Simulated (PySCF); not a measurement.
H3ClOS2Si, singlet, geometry from GFN2-xTB, atoms displaced at random by about 0.08 Å a coordinate; HF/6-31G, gradient by finite differences run with PySCF.

Input for PySCF:
```python
from pyscf import gto, scf

mol = gto.Mole()
mol.atom = '''
    O    -0.208781    0.348946    1.838412
    Si   -0.073966   -0.085014    0.236552
    S     0.145004    1.928400   -0.766016
    S     1.632910   -1.024948    0.078294
    Cl   -1.709139   -0.959227   -0.612643
    H    -0.925364    0.533339    2.126732
    H     1.391395    2.167210   -0.192103
    H     1.619280   -1.704881    1.368142
'''
mol.basis = '6-31g'
mol.charge = 0
mol.spin = 0
mol.verbose = 4
mol.build()

mf = scf.RHF(mol)
mf.conv_tol = 1e-11
mf.kernel()
scan, done = mf.as_scanner(), []
scan.scf_summary = {}
def energy(d):
    c = mol.atom_coords()
    c[2, 2] += d
    e = scan(mol.set_geom_(c, unit='Bohr', inplace=False))
    done.append(scan.converged)
    return e
h = 0.2
fd = (energy(h) - energy(-h)) / (2 * h)
print('dE/dx =', fd)
```

**Question.** Write the output that PySCF gives for this input, abridged.

**Answer.** 
```
PySCF version 2.14.0

[INPUT] verbose = 4
[INPUT] num. atoms = 8
[INPUT] num. electrons = 74
[INPUT] charge = 0
[INPUT] spin (= nelec alpha-beta = 2S) = 0
[INPUT] symmetry False subgroup None
[INPUT] Mole.unit = angstrom
[INPUT] Symbol           X                Y                Z      unit          X                Y                Z       unit  Magmom
[INPUT]  1 O     -0.208781000000   0.348946000000   1.838412000000 AA   -0.394538910013   0.659412372262   3.474095184114 Bohr   0.0
[INPUT]  2 Si    -0.073966000000  -0.085014000000   0.236552000000 AA   -0.139775482530  -0.160653176754   0.447018494218 Bohr   0.0
[INPUT]  3 S      0.145004000000   1.928400000000  -0.766016000000 AA    0.274017846966   3.644147858611  -1.447560447035 Bohr   0.0
[INPUT]  4 S      1.632910000000  -1.024948000000   0.078294000000 AA    3.085752686064  -1.936871011921   0.147954217197 Bohr   0.0
[INPUT]  5 Cl    -1.709139000000  -0.959227000000  -0.612643000000 AA   -3.229804618813  -1.812676321288  -1.157727482132 Bohr   0.0
[INPUT]  6 H     -0.925364000000   0.533339000000   2.126732000000 AA   -1.748684525532   1.007864641549   4.018941020349 Bohr   0.0
[INPUT]  7 H      1.391395000000   2.167210000000  -0.192103000000 AA    2.629355481089   4.095433354419  -0.363022057707 Bohr   0.0
[INPUT]  8 H      1.619280000000  -1.704881000000   1.368142000000 AA    3.059995718986  -3.221758164975   2.585413679515 Bohr   0.0

nuclear repulsion = 448.450456621073
number of shells = 39
number of NR pGTOs = 218
number of NR cGTOs = 67
basis = 6-31g
ecp = {}

******** <class 'pyscf.scf.hf.RHF'> ********
method = RHF
initial guess = minao
damping factor = 0
level_shift factor = 0
DIIS = <class 'pyscf.scf.diis.CDIIS'>
diis_start_cycle = 1
diis_space = 8
diis_damp = 0
SCF conv_tol = 1e-11
SCF conv_tol_grad = None
SCF max_cycles = 50
direct_scf = True
direct_scf_tol = 1e-13
Set gradient conv threshold to 3.16228e-06
Initial guess from minao.
init E= -1620.82847862296
  HOMO = -0.311834012347462  LUMO = 0.0567063126423852  gap/eV = 10.02849
cycle= 1 E= -1619.80116286766  delta_E= 1.03  |g|= 0.578  |ddm|= 2.84
  HOMO = -0.374166264981641  LUMO = 0.0465479736892116  gap/eV = 11.44822
cycle= 2 E= -1619.89365118197  delta_E= -0.0925  |g|= 0.276  |ddm|= 1.25
  HOMO = -0.393569558291649  LUMO = 0.074357660229569  gap/eV = 12.73295
cycle= 3 E= -1619.90986439245  delta_E= -0.0162  |g|= 0.0475  |ddm|= 0.314
  HOMO = -0.39569361183651  LUMO = 0.0833239566592674  gap/eV = 13.03473
cycle= 4 E= -1619.91064314024  delta_E= -0.000779  |g|= 0.0137  |ddm|= 0.0975
  HOMO = -0.394600812630924  LUMO = 0.0838009444988492  gap/eV = 13.01797
cycle= 5 E= -1619.91073522205  delta_E= -9.21e-05  |g|= 0.00301  |ddm|= 0.0319
  HOMO = -0.395633661218064  LUMO = 0.0837327626797002  gap/eV = 13.04422
cycle= 6 E= -1619.91074334606  delta_E= -8.12e-06  |g|= 0.000693  |ddm|= 0.0124
  HOMO = -0.395484245691757  LUMO = 0.0838189037100869  gap/eV = 13.04250
cycle= 7 E= -1619.91074374943  delta_E= -4.03e-07  |g|= 0.000205  |ddm|= 0.00269
  HOMO = -0.39554685966973  LUMO = 0.0838330375992267  gap/eV = 13.04459
cycle= 8 E= -1619.91074378677  delta_E= -3.73e-08  |g|= 5.28e-05  |ddm|= 0.000826
  HOMO = -0.395547520685552  LUMO = 0.0838260274444729  gap/eV = 13.04442
cycle= 9 E= -1619.91074378964  delta_E= -2.87e-09  |g|= 1.65e-05  |ddm|= 0.000232
  HOMO = -0.395547478514098  LUMO = 0.0838284458123719  gap/eV = 13.04448
cycle= 10 E= -1619.91074378996  delta_E= -3.15e-10  |g|= 4.82e-06  |ddm|= 8.02e-05
  HOMO = -0.395548160032596  LUMO = 0.0838278473417737  gap/eV = 13.04449
cycle= 11 E= -1619.91074378998  delta_E= -2.55e-11  |g|= 1.22e-06  |ddm|= 2.67e-05
  HOMO = -0.395548164353739  LUMO = 0.0838279577070447  gap/eV = 13.04449
cycle= 12 E= -1619.91074378998  delta_E= 3.64e-12  |g|= 4.55e-07  |ddm|= 6.42e-06
  HOMO = -0.395548106065804  LUMO = 0.0838279426792674  gap/eV = 13.04449
Extra cycle  E= -1619.91074378998  delta_E= 1.82e-12  |g|= 2.48e-07  |ddm|= 1.22e-06
converged SCF energy = -1619.91074378998
Create scanner for <class 'pyscf.scf.hf.RHF'>

WARN: Mole.unit (angstrom) is changed to Bohr

New geometry
   1 O     -0.208781000000   0.348946000000   1.838412000000 AA   -0.394538910013   0.659412372262   3.474095184114 Bohr
   2 Si    -0.073966000000  -0.085014000000   0.236552000000 AA   -0.139775482530  -0.160653176754   0.447018494218 Bohr
   3 S      0.145004000000   1.928400000000  -0.660180557816 AA    0.274017846966   3.644147858611  -1.247560447035 Bohr
   4 S      1.632910000000  -1.024948000000   0.078294000000 AA    3.085752686064  -1.936871011921   0.147954217197 Bohr
   5 Cl    -1.709139000000  -0.959227000000  -0.612643000000 AA   -3.229804618813  -1.812676321288  -1.157727482132 Bohr
   6 H     -0.925364000000   0.533339000000   2.126732000000 AA   -1.748684525532   1.007864641549   4.018941020349 Bohr
   7 H      1.391395000000   2.167210000000  -0.192103000000 AA    2.629355481089   4.095433354419  -0.363022057707 Bohr
   8 H      1.619280000000  -1.704881000000   1.368142000000 AA    3.059995718986  -3.221758164975   2.585413679515 Bohr

******** <class 'pyscf.scf.hf.RHF_Scanner'> ********
method = RHF_Scanner
initial guess = minao
damping factor = 0
level_shift factor = 0
DIIS = <class 'pyscf.scf.diis.CDIIS'>
diis_start_cycle = 1
diis_space = 8
diis_damp = 0
SCF conv_tol = 1e-11
SCF conv_tol_grad = None
SCF max_cycles = 50
direct_scf = True
direct_scf_tol = 1e-13
Set gradient conv threshold to 3.16228e-06
init E= -1619.93249302153
  HOMO = -0.38958886894904  LUMO = 0.087340483312063  gap/eV = 12.97791
cycle= 1 E= -1619.90948104228  delta_E= 0.023  |g|= 0.0169  |ddm|= 0.143
  HOMO = -0.396646192637929  LUMO = 0.0840511956471384  gap/eV = 13.08044
cycle= 2 E= -1619.90964890904  delta_E= -0.000168  |g|= 0.00754  |ddm|= 0.0435
  HOMO = -0.395734319399329  LUMO = 0.0844029931973849  gap/eV = 13.06520
cycle= 3 E= -1619.90967569114  delta_E= -2.68e-05  |g|= 0.00343  |ddm|= 0.0149
  HOMO = -0.395601189115932  LUMO = 0.0844390860623201  gap/eV = 13.06256
cycle= 4 E= -1619.90968474954  delta_E= -9.06e-06  |g|= 0.000813  |ddm|= 0.0117
  HOMO = -0.395765415277503  LUMO = 0.0843900311940229  gap/eV = 13.06570
cycle= 5 E= -1619.909685609  delta_E= -8.59e-07  |g|= 0.000162  |ddm|= 0.00468
  HOMO = -0.39571136676574  LUMO = 0.0844111700035726  gap/eV = 13.06480
cycle= 6 E= -1619.90968563602  delta_E= -2.7e-08  |g|= 4.57e-05  |ddm|= 0.000861
  HOMO = -0.395718353558863  LUMO = 0.0844099088913568  gap/eV = 13.06496
cycle= 7 E= -1619.90968563797  delta_E= -1.95e-09  |g|= 1.12e-05  |ddm|= 0.000251
  HOMO = -0.395717426716728  LUMO = 0.0844093777400046  gap/eV = 13.06492
cycle= 8 E= -1619.90968563809  delta_E= -1.23e-10  |g|= 3.63e-06  |ddm|= 5.74e-05
  HOMO = -0.395717421706115  LUMO = 0.0844097405605142  gap/eV = 13.06493
cycle= 9 E= -1619.90968563811  delta_E= -1.32e-11  |g|= 9.32e-07  |ddm|= 1.78e-05
  HOMO = -0.395717343355906  LUMO = 0.0844097052519841  gap/eV = 13.06492
cycle= 10 E= -1619.90968563811  delta_E= -6.37e-12  |g|= 2.35e-07  |ddm|= 4.26e-06
  HOMO = -0.395717360124475  LUMO = 0.0844096948405806  gap/eV = 13.06492
Extra cycle  E= -1619.90968563811  delta_E= 4.55e-12  |g|= 1.12e-07  |ddm|= 7.6e-07
converged SCF energy = -1619.90968563811

WARN: Mole.unit (angstrom) is changed to Bohr

New geometry
   1 O     -0.208781000000   0.348946000000   1.838412000000 AA   -0.394538910013   0.659412372262   3.474095184114 Bohr
   2 Si    -0.073966000000  -0.085014000000   0.236552000000 AA   -0.139775482530  -0.160653176754   0.447018494218 Bohr
   3 S      0.145004000000   1.928400000000  -0.871851442184 AA    0.274017846966   3.644147858611  -1.647560447035 Bohr
   4 S      1.632910000000  -1.024948000000   0.078294000000 AA    3.085752686064  -1.936871011921   0.147954217197 Bohr
   5 Cl    -1.709139000000  -0.959227000000  -0.612643000000 AA   -3.229804618813  -1.812676321288  -1.157727482132 Bohr
   6 H     -0.925364000000   0.533339000000   2.126732000000 AA   -1.748684525532   1.007864641549   4.018941020349 Bohr
   7 H      1.391395000000   2.167210000000  -0.192103000000 AA    2.629355481089   4.095433354419  -0.363022057707 Bohr
   8 H      1.619280000000  -1.704881000000   1.368142000000 AA    3.059995718986  -3.221758164975   2.585413679515 Bohr

******** <class 'pyscf.scf.hf.RHF_Scanner'> ********
method = RHF_Scanner
initial guess = minao
damping factor = 0
level_shift factor = 0
DIIS = <class 'pyscf.scf.diis.CDIIS'>
diis_start_cycle = 1
diis_space = 8
diis_damp = 0
SCF conv_tol = 1e-11
SCF conv_tol_grad = None
SCF max_cycles = 50
direct_scf = True
direct_scf_tol = 1e-13
Set gradient conv threshold to 3.16228e-06
init E= -1619.86063913431
  HOMO = -0.405957288388033  LUMO = 0.0716283124622914  gap/eV = 12.99577
cycle= 1 E= -1619.90702586322  delta_E= -0.0464  |g|= 0.0351  |ddm|= 0.287
  HOMO = -0.390229127769284  LUMO = 0.0828739439158883  gap/eV = 12.87379
cycle= 2 E= -1619.907744122  delta_E= -0.000718  |g|= 0.016  |ddm|= 0.0913
  HOMO = -0.39455710847844  LUMO = 0.0818212298280336  gap/eV = 12.96291
cycle= 3 E= -1619.90786291177  delta_E= -0.000119  |g|= 0.00697  |ddm|= 0.0294
  HOMO = -0.395129799859422  LUMO = 0.0816971245468379  gap/eV = 12.97512
cycle= 4 E= -1619.90790537689  delta_E= -4.25e-05  |g|= 0.00197  |ddm|= 0.0237
  HOMO = -0.394595556698315  LUMO = 0.0818673144299091  gap/eV = 12.96522
cycle= 5 E= -1619.90791020628  delta_E= -4.83e-06  |g|= 0.00052  |ddm|= 0.00976
  HOMO = -0.394759517467713  LUMO = 0.0818234425643432  gap/eV = 12.96848
cycle= 6 E= -1619.90791048022  delta_E= -2.74e-07  |g|= 0.000136  |ddm|= 0.00249
  HOMO = -0.394740271011959  LUMO = 0.0818129933336695  gap/eV = 12.96767
cycle= 7 E= -1619.9079104992  delta_E= -1.9e-08  |g|= 3.47e-05  |ddm|= 0.000713
  HOMO = -0.394742996295363  LUMO = 0.081817372455387  gap/eV = 12.96787
cycle= 8 E= -1619.90791050047  delta_E= -1.26e-09  |g|= 1.06e-05  |ddm|= 0.000171
  HOMO = -0.39474226873286  LUMO = 0.0818162619723231  gap/eV = 12.96782
cycle= 9 E= -1619.9079105006  delta_E= -1.34e-10  |g|= 2.58e-06  |ddm|= 5.12e-05
  HOMO = -0.394742566416969  LUMO = 0.0818163323459258  gap/eV = 12.96783
cycle= 10 E= -1619.90791050061  delta_E= -7.73e-12  |g|= 8.26e-07  |ddm|= 1.01e-05
  HOMO = -0.394742439265382  LUMO = 0.0818163659802789  gap/eV = 12.96783
Extra cycle  E= -1619.90791050061  delta_E= -3.18e-12  |g|= 3.82e-07  |ddm|= 2.3e-06
converged SCF energy = -1619.90791050061
dE/dx = -0.004437843746813996
```
